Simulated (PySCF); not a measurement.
How methods differ on the excitation energy of Si²⁺

Si²⁺ [Ne] 3s2 (1S) → Si²⁺ [Ne] 3s1 4s1, s spin flipped, as a difference of total energies. Computed with PySCF 2.14 in aug-cc-pwCVDZ (6s5p3d, 36 functions), with no relativity, point nucleus. Correlated levels: valence: [Ne] frozen. The calculations carry no spin-orbit coupling.

| method | excitation energy (eV) |
| --- | --- |
| UHF | 0.000 |
| MP2 (valence) | 0.000 |
| SCS-MP2 (valence) | 0.000 |

The upper determinant mixes two multiplicities, so it lies between the two terms.

The promoted electron is Rydberg-like, and one or two diffuse shells describe it only roughly, which tends to raise the upper state.
